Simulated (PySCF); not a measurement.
**Scandium: a sound run and one with changed settings**

Sound run: Sc⁺ [Ar] 3d1 4s1, Sc²⁺ [Ar] 3d1. All numbers are calculated (PySCF 2.14, no relativity, point nucleus, in cc-pVDZ (6s5p3d1f, 43 functions)). The sound run starts from symmetry-adapted Hartree-Fock orbitals and uses a fine grid where one is needed.

Changed run: radial step 0.5 in ln r (0.13 in the sound run). This setting is unsound on purpose.

| species | method | sound run (hartree) | changed run (hartree) | converged |
| --- | --- | --- | --- | --- |
| Sc⁺ | UHF | -759.54057 | -759.54057 | yes |
| Sc⁺ | MN15 | -760.34046 | -760.47929 | yes |
| Sc⁺ | TPSS | -760.40480 | -760.44041 | yes |
| Sc²⁺ | UHF | -759.09344 | -759.09344 | yes |
| Sc²⁺ | MN15 | -759.88016 | -760.02618 | yes |
| Sc²⁺ | TPSS | -759.93617 | -759.97306 | yes |

Ionisation energy of Sc⁺:

```tsv
method	sound run (eV)	changed run (eV)
UHF	12.167	12.167
MN15	12.526	12.330
TPSS	12.752	12.717
```

A coarse radial grid mis-integrates the density and the exchange-correlation energy, with errors of either sign; Hartree-Fock needs no grid.

For comparison, NIST gives 12.800 eV between the lowest levels.
